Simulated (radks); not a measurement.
The numbers below are computed, except where a source is named.
Initial-state core-level shifts of neutral tin when its valence configuration changes from [Kr] 4d10 5s2 5p2. Level of theory: scalar-relativistic Kohn-Sham, PBE, spin-unpolarised, spherical densities, point nucleus (a radial shooting solver on a logarithmic mesh with Libxc functionals). Shifts are changes of the shell-averaged eigenvalues in eV (positive: less bound).

| valence | 1s | 2p | 3d | 4p |
|---|---|---|---|---|
| 4d10 5s1 5p3 | -1.557 | -1.521 | -1.539 | -1.543 |
| 4d8 5s2 5p4 | -15.693 | -16.516 | -16.059 | -13.171 |
| 4d9 5s2 5p3 | -7.732 | -8.112 | -7.917 | -6.606 |
| 4d7 5s2 5p5 | -23.899 | -25.224 | -24.435 | -19.711 |
| 4d9 5s1 5p4 | -9.165 | -9.516 | -9.339 | -8.012 |
| 4d8 5s1 5p5 | -17.036 | -17.835 | -17.398 | -14.478 |
| 4d7 5s1.5 5p5.5 | -24.541 | -25.856 | -25.078 | -20.331 |
